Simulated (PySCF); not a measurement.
Compound: trimethylsilanol, C₃H₁₀OSi.
SMILES with atom numbers: `[CH3:1][Si:2]([CH3:3])([CH3:4])[OH:5]` (hydrogens: H6, H7, H8 on C1; H9, H10, H11 on C3; H12, H13, H14 on C4; H15 on O5)

Computed by this run: PySCF, PBE0-D3(BJ)/def2-SVP geometry optimisation, gas phase; density fitting, grid level 1; the optimiser is geomeTRIC in internal coordinates, started from a GFN2-xTB structure with every atom displaced at random (about 0.01 Å).

Step 0: E = -13185.2221 eV
```
atom  x, y, z in Å  |  force x, y, z in eV/Å
C1     -0.8560    0.7536   -1.3794   -0.746   0.583   0.993
Si2    -0.1660    0.0661    0.2395    1.381  -0.744  -1.256
C3     -0.3879   -1.8220    0.3382    1.066   1.189   0.614
C4      1.6999    0.5958    0.3628   -2.114  -0.975   0.946
O5     -1.0123    0.6091    1.5239   -0.723   0.252   1.090
H6     -0.3866    0.3677   -2.2563    0.732  -0.530  -0.950
H7     -0.7829    1.8529   -1.4317    0.155   0.015   0.086
H8     -1.9282    0.5379   -1.4846   -0.147  -0.148   0.106
H9      0.0252   -2.1870    1.2942   -0.045   0.033  -0.043
H10     0.1511   -2.3138   -0.4580    0.303  -0.378  -0.588
H11    -1.4211   -2.0953    0.2986   -1.096  -0.254  -0.098
H12     2.2696    0.1826   -0.4335    0.782  -0.477  -1.065
H13     1.7561    1.6630    0.3470    0.196   1.176  -0.056
H14     2.0910    0.2297    1.3151    0.225  -0.039   0.229
H15    -1.0771    1.5390    1.7265    0.030   0.296  -0.007
```

Step 1: E = -13185.3694 eV
```
atom  x, y, z in Å  |  force x, y, z in eV/Å
C1     -0.9071    0.7190   -1.3701    0.522   0.206  -0.297
Si2    -0.1737    0.0607    0.2244    0.218   0.370   0.204
C3     -0.3237   -1.7984    0.3473   -0.293   0.085  -0.137
C4      1.6317    0.6038    0.3632   -0.066   0.241  -0.233
O5     -1.0561    0.6490    1.5356    0.079  -0.301  -0.098
H6     -0.3928    0.2988   -2.2573   -0.088   0.025   0.165
H7     -0.7723    1.8162   -1.4252   -0.013  -0.125   0.043
H8     -1.9729    0.5209   -1.4742   -0.397  -0.154   0.027
H9     -0.0370   -2.1921    1.3396   -0.099   0.117  -0.163
H10     0.2612   -2.3231   -0.4267   -0.029   0.064   0.043
H11    -1.3964   -2.0079    0.1620    0.217  -0.222   0.151
H12     2.2312    0.2155   -0.4835   -0.121   0.124   0.099
H13     1.8162    1.7011    0.4490   -0.224  -0.459  -0.131
H14     2.0245    0.1385    1.2681    0.262  -0.123   0.354
H15    -0.9577    1.5771    1.7500    0.032   0.152  -0.029
```

Step 2: E = -13185.4116 eV
```
atom  x, y, z in Å  |  force x, y, z in eV/Å
C1     -0.8977    0.7221   -1.3729    0.066   0.085  -0.109
Si2    -0.1684    0.0698    0.2274   -0.011   0.067   0.071
C3     -0.3369   -1.7869    0.3351   -0.199   0.062  -0.147
C4      1.6299    0.5939    0.3727    0.084  -0.147   0.139
O5     -1.0467    0.6496    1.5390    0.036  -0.047   0.005
H6     -0.3867    0.2934   -2.2518   -0.020  -0.017   0.034
H7     -0.7685    1.8159   -1.4314   -0.032  -0.001  -0.010
H8     -1.9742    0.5073   -1.4651    0.032  -0.036   0.047
H9     -0.0423   -2.1696    1.3221    0.035   0.005   0.040
H10     0.2529   -2.3034   -0.4376    0.030   0.010   0.003
H11    -1.3977   -2.0416    0.1712    0.052  -0.084   0.051
H12     2.2219    0.2206   -0.4793   -0.021   0.042  -0.006
H13     1.7806    1.6838    0.4408   -0.073  -0.021  -0.055
H14     2.0533    0.1424    1.2868    0.028   0.055  -0.040
H15    -0.9447    1.5818    1.7455   -0.006   0.026  -0.024
```

Q: Estimate the geometry and energy of step 3. (The exact step hangs on the optimiser's Hessian estimate; all steps are aligned on step 2, rigid shifts and turns removed.)

A: E = -13185.4218 eV, largest force 0.206 eV/Å
```
atom  x, y, z in Å  |  force x, y, z in eV/Å
C1     -0.8880    0.7285   -1.3732    0.001   0.052   0.015
Si2    -0.1689    0.0728    0.2325   -0.049  -0.046  -0.011
C3     -0.3506   -1.7840    0.3263   -0.074   0.016  -0.040
C4      1.6310    0.5843    0.3810    0.051  -0.162   0.116
O5     -1.0435    0.6527    1.5443    0.016   0.033   0.029
H6     -0.3802    0.2897   -2.2466    0.009  -0.019  -0.013
H7     -0.7695    1.8222   -1.4404   -0.022   0.007  -0.018
H8     -1.9633    0.4996   -1.4527    0.040  -0.005   0.015
H9     -0.0407   -2.1610    1.3117    0.050  -0.008   0.024
H10     0.2460   -2.2913   -0.4473    0.030   0.000   0.000
H11    -1.4033   -2.0705    0.1780   -0.017  -0.005   0.003
H12     2.2173    0.2210   -0.4774    0.009   0.005  -0.033
H13     1.7555    1.6752    0.4315   -0.006   0.097  -0.017
H14     2.0756    0.1517    1.2942   -0.020   0.048  -0.055
H15    -0.9423    1.5880    1.7407   -0.019  -0.011  -0.014
```

The energy changes by -0.0103 eV. The first-order estimate −F·Δx gives -0.0159 eV and the mean of the old and new forces, exact on a quadratic surface, -0.0100 eV. The step makes an angle of 55° with the force vector and moves no atom by more than 0.030 Å.

The cost below is that of the whole optimisation. Time: 53 s wall; peak memory 0.51 GiB. Hardware: one thread of an Arm Neoverse V1, no GPU, on a shared host.
